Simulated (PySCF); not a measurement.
A calculated (M06-2X, PySCF 2.14, x2c-TZVPall, scalar relativity by spin-free X2C-1e) atom or ion has these occupied shells.

| shell | electrons | orbital energy (eV) | rms radius, mean of both spins (bohr) |
| --- | --- | --- | --- |
| 1s α | 1 | -5963.8 | 0.0734 |
| 1s β | 1 | -5963.8 | 0.0734 |
| 2s α | 1 | -699.49 | 0.317 |
| 2s β | 1 | -697.43 | 0.317 |
| 2p α | 3 | -590.53 | 0.287 |
| 2p β | 3 | -588.68 | 0.287 |
| 3s α | 1 | -90.766 | 0.975 |
| 3s β | 1 | -85.550 | 0.975 |
| 3p α | 3 | -60.820 | 1.06 |
| 3p β | 3 | -54.240 | 1.06 |
| 3d α | 5 | -14.337 | 1.55 |

(1) Name the element and its charge.

Results:

(1) Cr+ (chromium, charge +1), in [Ar] 3d5, high-spin 6S determinant.
